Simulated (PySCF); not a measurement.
# Single point on CaO⁻

State: ²Σ⁺ (doublet), unpaired electrons σ ↑.

An equivalent input (the run itself took its basis sets from the Basis Set Exchange, started from a PBE0 density and held the occupation σ 9α 8β, πx 3α 3β, πy 3α 3β):

```python
from pyscf import gto, dft
mol = gto.M(atom='Ca 0 0 0; O 0 0 1.887', basis={'Ca': 'def2-SVPD', 'O': 'def2-SVPD'},
            charge=-1, spin=1, verbose=4, symmetry='C2v')
mf = dft.UKS(mol, xc='R2SCAN')
mf.grids.atom_grid = (80, 434)
mf.grids.prune = dft.gen_grid.treutler_prune
mf.irrep_nelec = {'A1': (9, 8), 'B1': (3, 3), 'B2': (3, 3)}
mf.conv_tol = 1e-9
mf.max_cycle = 60
mf.diis_space = 10
mf.kernel()
```

The log (some set-up lines and the per-cycle HOMO/LUMO lines removed):

```
******** <class 'pyscf.dft.uks_symm.SymAdaptedUKS'> ********
method = SymAdaptedUKS
damping factor = 0
level_shift factor = 0
DIIS = <class 'pyscf.scf.diis.CDIIS'>
diis_start_cycle = 1
diis_space = 10
diis_damp = 0
SCF conv_tol = 1e-09
SCF conv_tol_grad = None
SCF max_cycles = 60
number electrons alpha = 15  beta = 14
Set gradient conv threshold to 3.16228e-05
init E= -752.602936226219
cycle= 1 E= -752.601278433787  delta_E= 0.00166  |g|= 0.0656  |ddm|= 0.365
cycle= 2 E= -752.563916859741  delta_E= 0.0374  |g|= 0.288  |ddm|= 0.459
cycle= 3 E= -752.603271725415  delta_E= -0.0394  |g|= 0.0292  |ddm|= 0.263
cycle= 4 E= -752.603810023565  delta_E= -0.000538  |g|= 0.00258  |ddm|= 0.0734
cycle= 5 E= -752.603813499403  delta_E= -3.48e-06  |g|= 0.00112  |ddm|= 0.00587
cycle= 6 E= -752.60381423085  delta_E= -7.31e-07  |g|= 9.38e-05  |ddm|= 0.00322
cycle= 7 E= -752.603814234086  delta_E= -3.24e-09  |g|= 0.000104  |ddm|= 0.00066
cycle= 8 E= -752.603814241722  delta_E= -7.64e-09  |g|= 1.9e-05  |ddm|= 0.000302
cycle= 9 E= -752.603814242206  delta_E= -4.84e-10  |g|= 1.21e-05  |ddm|= 7.05e-05
Extra cycle  E= -752.60381424027  delta_E= 1.94e-09  |g|= 6.44e-05  |ddm|= 0.000117
converged SCF energy = -752.60381424027  <S^2> = 0.75065433  2S+1 = 2.0006542
```

Repeating this along the bond gives Re = 1.894 Å and ωe = 697 cm⁻¹.

A point of this curve took 0.63 CPU seconds beside 0.1 for the integrals, on Intel Xeon 6975P-C (shared host).

The highest Kohn–Sham level is positive in this anion. Much of that is self-interaction error, but it also means that the finite basis helps to hold the extra electron. The state is the lowest determinant that a PBE0 search found; another state may lie lower at other levels.
